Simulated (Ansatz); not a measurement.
Abridged output of a molecular run in Ansatz:

```
Functional definition: HF
840 factors; integrals over basis functions are off by at most 1.4e-3 eV
mean field evaluation 1: about -7967.9439 eV, gradient 3.8e1 eV
mean field evaluation 2: about -7968.0664 eV, gradient 3.8e1 eV
mean field evaluation 4: about -7971.0674 eV, gradient 3.2e0 eV
mean field evaluation 8: about -7971.1015 eV, gradient 2.1e-1 eV
mean field -7971.10167835 eV, -292.9325836727 hartree, gradient 1.6e-6 eV, S^2 0.000000; 0 other end points of the search recorded, 0 dependent functions left out
5 core orbitals not correlated: weight in the atoms' cores, before any rotation towards them, 1.000 or more for the frozen orbitals, at most 0.000 for the correlated occupied ones
reference -7971.10167835 eV, -292.9325836727 hartree; 14, 14 occupied and 66, 66 virtual orbitals, 840 factors
second order -20.16394563 eV of doubles, -0.00000000 eV of singles
cycle   1  -20.29480827 eV  change   -1.3e-1 eV  update   9.9e-2
cycle   2  -20.75026374 eV  change   -4.6e-1 eV  update   2.7e-2
cycle   3  -20.86886181 eV  change   -1.2e-1 eV  update   1.5e-2
cycle   4  -20.86118318 eV  change    7.7e-3 eV  update   3.3e-3
cycle   5  -20.85895711 eV  change    2.2e-3 eV  update   1.3e-3
cycle   6  -20.85940976 eV  change   -4.5e-4 eV  update   4.2e-4
cycle   7  -20.85918178 eV  change    2.3e-4 eV  update   1.3e-4
cycle   8  -20.85908602 eV  change    9.6e-5 eV  update   4.1e-5
cycle   9  -20.85909598 eV  change   -1.0e-5 eV  update   1.5e-5
perturbative correction -0.54632403 eV, -0.0200770379 hartree
Total energy: -7992.50709837 eV, -293.7192183492 hartree
```

Its atoms:

Cartesian coordinates in Å:
```
F 1.965 -1.313 -0.460
B 0.840 -0.671 -0.238
N 0.434 0.378 0.619
C -0.850 0.244 -0.046
O -0.398 -0.877 -0.829
H 0.815 1.206 1.035
H -1.676 -0.047 0.608
H -1.131 1.082 -0.690
```

Q: Which basis set was used?
A. def2-QZVPP
B. def2-SVP
C. def2-SVPD
D. cc-pV(Q+d)Z

A: B. It gives 85 functions.

Q: Write the keys of the input that set method, charge and spin (a neutral closed shell needs none for the last two).

A: 
```yaml
correlation: {method: ccsd_t}
```
